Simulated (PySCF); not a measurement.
## Fractional electron number in Mo²⁺ (molybdenum, charge +2)

The 4d alpha orbital of [Kr] 4d4 is emptied in steps (occupation f), with all orbitals relaxed, ending at [Kr] 4d3. Computed with PySCF 2.14 in def2-TZVP with the def2 core potential (28 electrons) (6s4p3d1f, 40 functions), with scalar relativity through the core potential. The exact energy is a straight line in f; departures are measured from the line between the end points of the same method.

Task: Among PBE0, r2SCAN, LC-wPBE, which shows the largest delocalisation error (convex curve), and which is closest to linear?

Result: Most convex: r2SCAN (-1.366 eV at f = 0.5); closest to linear: LC-wPBE (-0.317 eV).

```csv
f,PBE0 (eV),r2SCAN (eV),LC-wPBE (eV)
1,0.000,0.000,0.000
0.9,-0.374,-0.490,-0.113
0.7,-0.875,-1.146,-0.266
0.5,-1.044,-1.366,-0.317
0.3,-0.878,-1.148,-0.266
0.1,-0.377,-0.492,-0.114
0,0.000,0.000,0.000
```

```tsv
method	E(f=0) − E(f=1) (eV)	−ε at f=1 (eV)	−ε at f=0.5 (eV)
PBE0	27.240	23.093	27.229
r2SCAN	27.115	21.671	27.110
LC-wPBE	27.146	25.889	27.144
```

Reference removal energy between the ground levels: 27.13 ± 0.12 eV (semi-empirical (NIST evaluation); NIST Atomic Spectra Database, ionization energies). The calculation has no spin-orbit coupling. The determinant left behind need not be the lowest term of the ion.
